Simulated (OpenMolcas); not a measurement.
A calculation on Se⁴⁺.

```
Program             : OpenMolcas
Method              : XMS-RASPT2, IPEA 0.25 Eh, imaginary shift 0.1 Eh (closed shells correlated: 3d)
Basis               : ANO-RCC-VTZP [6s5p3d1f]
Scalar Hamiltonian  : DKH2, point nucleus
Active space        : 2 electrons in 9 orbitals (RAS2 4s 4p; RAS3 4d, at most 2 electrons)
State averaging     : 2S+1 = 3 even, 3 roots; 2S+1 = 1 even, 7 roots; 2S+1 = 3 odd, 3 roots; 2S+1 = 1 odd, 3 roots
Spin-orbit coupling : state interaction with AMFI integrals over the reference wave functions, term energies averaged over their components
```

Q: Which level of the active space comes out lowest?

A: 4s2 1S0, with 100 % of that term; it is also the measured ground level.

Q: How high does 4p2 3P0 lie?

A: 210200 cm-1 above the lowest level; measured 211794 cm-1 above the ground level, so the calculation is off by -1 %.

Q: How high does 4p2 3P1 lie?

A: 212140 cm-1 above the lowest level; measured 214091 cm-1 above the ground level, so the calculation is off by -1 %.

Q: How high does 4s 4p 1P* 1 lie?

A: 133000 cm-1 above the lowest level; measured 131733 cm-1 above the ground level, so the calculation is off by +1 %.

Q: The level at 209850 cm-1 has J = 2. What is it made of, and what is its g factor?

A: 89 % 4p2 1D2, 11 % 4p2 3P; g = 1.057, against 1.000 from Landé's formula for the pure leading term.

Measured values: the list in Rauch et al., Astron. Astrophys. 606, A105 (2017).

CASPT2 does not keep the components of a term degenerate, so their means are used; among the terms shown or strongly mixed into the levels shown the widest spread is 11 cm-1 (4p2 1D). Active for correlation alone: 4d; no level in the range computed is led by a configuration that fills it, so any true level of that kind is missing. Some terms mix strongly with configurations of 4d, whose occupation reaches 0.21 (4p2 1D). Measured partners are found by configuration, term and J. A level has none where our copy of the source lacks it or the pairing is in doubt (some pairs that miss far off the trend of their configuration count as doubtful), and it then counts in no deviation. Only configurations of the active space appear.

* marks odd parity.
